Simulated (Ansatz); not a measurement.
Species: CCl, net charge 0, doublet state. SMILES: [C]Cl
Geometry: optimised at B3LYP-D3(BJ)/def2-TZVP (Ansatz, a program for electronic structure).

Quantity: atomisation energy (electronic, to ground-state atoms), in kJ/mol. Cores are frozen in the correlated levels unless marked. Open shells are spin-unrestricted. No spin-orbit coupling. No relativistic terms. The coupled-cluster limit lacks core correlation, which all-electron functionals hold. Basis-set limits of correlation are two-point, X^-3; Hartree-Fock from the larger set (for Q and 5 zeta extrapolated as (X+1)exp(-9√X)).

```
level                                 program  atomisation energy (kJ/mol)
------------------------------------  -------  ---------------------------
MP2/CBS(cc-pV(T+d)Z,cc-pV(Q+d)Z)       Ansatz                        415.9
RI-MP2/aug-cc-pV(T+d)Z                 Ansatz                        399.5
SCS-MP2/6-31G*                         Ansatz                        337.1
CCSD/aug-cc-pV(Q+d)Z                   Ansatz                        376.3
CCSD(T)/6-31G                          Ansatz                        217.1
CCSDT(Q)/cc-pV(D+d)Z                   Ansatz                        355.4
CCSD(T)/CBS(cc-pV(Q+d)Z,cc-pV(5+d)Z)   Ansatz                        407.3
```
